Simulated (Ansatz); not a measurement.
BH7SSi2 at its PBE0-D4/def2-TZVP geometry, where that method's forces vanish. Total charge 0; spin multiplicity 1. The bonds changed during the relaxation, so this is another structure than the one it started from.

```xyz
11

B    -1.0787   -0.1386    1.5350
Si   -0.3857    0.6025   -0.1489
Si    1.8123    0.3906   -0.9010
S    -1.1547   -1.5195    0.0547
H    -0.2460   -0.5264    2.3019
H    -2.1736    0.1590    1.9071
H    -1.2798    1.2254   -1.1642
H     2.4991   -0.6125   -0.0460
H     2.5118    1.6979   -0.7758
H     1.8656   -0.0466   -2.3210
H    -2.3701   -1.2319   -0.4417
```

Problem. What forces (eV/Å) does B3LYP-D4/def2-TZVPP give on these atoms in Ansatz 0.2.0? (Estimate.)

Solution. The calculation gave: 
```
B1  -0.019  0.139  0.302
Si2 -0.012  0.248 -0.076
Si3  0.132  0.002 -0.038
S4  -0.134 -0.341 -0.166
H5  -0.104  0.054 -0.070
H6   0.132 -0.037 -0.026
H7   0.055 -0.029  0.059
H8  -0.037  0.062 -0.059
H9  -0.034 -0.084 -0.012
H10  0.005  0.025  0.086
H11  0.015 -0.039  0.001
```

B3LYP here is the variant with VWN-RPA as its local correlation; programs differ in this.
